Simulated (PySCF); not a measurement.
```csv
wavenumber (cm⁻¹),absorption (km/mol per cm⁻¹)
0,0.002
8,0.002
16,0.003
25,0.003
33,0.003
41,0.004
49,0.004
58,0.005
66,0.006
74,0.008
82,0.012
91,0.022
99,0.054
107,0.187
115,0.119
124,0.038
132,0.018
140,0.012
148,0.009
157,0.008
165,0.007
173,0.007
181,0.007
190,0.007
198,0.007
206,0.008
214,0.008
223,0.009
231,0.010
239,0.011
247,0.012
256,0.014
264,0.016
272,0.018
280,0.022
289,0.026
297,0.032
305,0.041
313,0.054
322,0.078
330,0.129
338,0.274
346,0.872
355,0.792
363,0.338
371,0.314
379,0.493
388,1.182
396,4.183
404,2.854
412,0.842
421,0.366
429,0.202
437,0.128
445,0.088
454,0.064
462,0.049
470,0.039
478,0.031
487,0.026
```

This is the computed harmonic infrared spectrum of doublet GaCl₂, Lorentzian lines of 12 cm⁻¹ full width. All numbers come from UB3LYP in PySCF with Ga def2-TZVP, Cl def2-TZVP; no relativity; density-fitted integrals.

Problem. Which bands make it up, and how are they assigned?

Solution. In C2v symmetry, counting bands above 1 % of the strongest: 110 cm⁻¹ (a1, bend, 4.1 km/mol); 350 cm⁻¹ (a1, stretch, 21 km/mol); 399 cm⁻¹ (b2, stretch, 97 km/mol).

Only a few start shapes were tried, so a lower isomer may exist.
